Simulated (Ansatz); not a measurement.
Sn(OMe)H3 (CH6OSn). Charge 0, multiplicity 1. Geometry r2SCAN-D4/def2-TZVP; atoms count from 1.

```
atom    x (Å)    y (Å)    z (Å)
 Sn1   0.8044   0.4739  -1.1241
  O2   0.0535  -0.9487   0.0204
  C3  -0.7772  -0.5586   1.0959
  H4  -0.2539   0.0832   1.8203
  H5  -1.0989  -1.4629   1.6211
  H6  -1.6791  -0.0262   0.7587
  H7  -0.5122   1.3351  -1.7939
  H8   1.7121  -0.3811  -2.2760
  H9   1.7513   1.4853  -0.1223
```

In the def2 sets Sn takes a core potential; there is no spin–orbit coupling.

(1) Estimate the Mulliken populations from the PBE0/def2-TZVP orbitals of Ansatz.

(2) And the Mayer bond orders between heavy atoms (over 0.3)?

Results:

(1) 
```tsv
atom	charge (e)
Sn1	0.55
O2	-0.53
C3	-0.21
H4	0.11
H5	0.13
H6	0.11
H7	-0.06
H8	-0.05
H9	-0.06
```
Mulliken values depend strongly on the basis.

(2) Sn1–O2 0.86 (1.97 Å); O2–C3 1.01 (1.41 Å).
